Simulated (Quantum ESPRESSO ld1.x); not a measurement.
All-electron atom: neutral tin in [Kr] 4d10 5s2 5p(up 2, down 0).

Calculated with ld1.x of Quantum ESPRESSO 7.5: scalar-relativistic Kohn-Sham, LDA (Slater exchange, Perdew-Zunger correlation), spin-polarised, spherical densities, point nucleus.

Energy parts (eV):
| part | energy |
|---|---|
| total | -167945.51 |
| kinetic | 175304.94 |
| electron-nucleus | -406274.88 |
| Hartree | 67362.00 |
| exchange-correlation | -4337.57 |

Orbitals (lengths in bohr, moments of r in powers of bohr; r(max) is where P^2 peaks):
| orbital | occ. | eigenvalue (eV) | <1/r> | r(max) |
|---|---|---|---|---|
| 1s up | 1 | -28980.0 | 53.03 | 0.019 |
| 1s down | 1 | -28980.0 | 53.03 | 0.019 |
| 2s up | 1 | -4375.76 | 12.10 | 0.106 |
| 2s down | 1 | -4375.75 | 12.10 | 0.106 |
| 2p up | 3 | -3930.52 | 11.64 | 0.085 |
| 2p down | 3 | -3930.49 | 11.64 | 0.085 |
| 3s up | 1 | -843.779 | 4.295 | 0.308 |
| 3s down | 1 | -843.749 | 4.295 | 0.308 |
| 3p up | 3 | -698.270 | 4.091 | 0.301 |
| 3p down | 3 | -698.238 | 4.091 | 0.301 |
| 3d up | 5 | -473.577 | 3.863 | 0.251 |
| 3d down | 5 | -473.548 | 3.863 | 0.251 |
| 4s up | 1 | -133.554 | 1.700 | 0.744 |
| 4s down | 1 | -133.492 | 1.700 | 0.744 |
| 4p up | 3 | -89.4641 | 1.542 | 0.787 |
| 4p down | 3 | -89.3918 | 1.542 | 0.787 |
| 4d up | 5 | -25.8540 | 1.215 | 0.887 |
| 4d down | 5 | -25.6849 | 1.219 | 0.887 |
| 5s up | 1 | -11.1419 | 0.5401 | 2.01 |
| 5s down | 1 | -10.2009 | 0.5453 | 1.99 |
| 5p up | 2 | -4.2215 | 0.4015 | 2.55 |
| 5p down | 0 | -3.2389 | 0.3952 | 2.53 |

The highest occupied level is 5p up at -4.222 eV. The density falls to 0.001 e/bohr^3 at r = 4.71 bohr. Summed over all electrons, <r^2> = 60.39 bohr^2, which gives a Langevin (diamagnetic) susceptibility term of -47.8 x 10^-6 cm^3/mol. Spin moment in Bohr magnetons: 2.
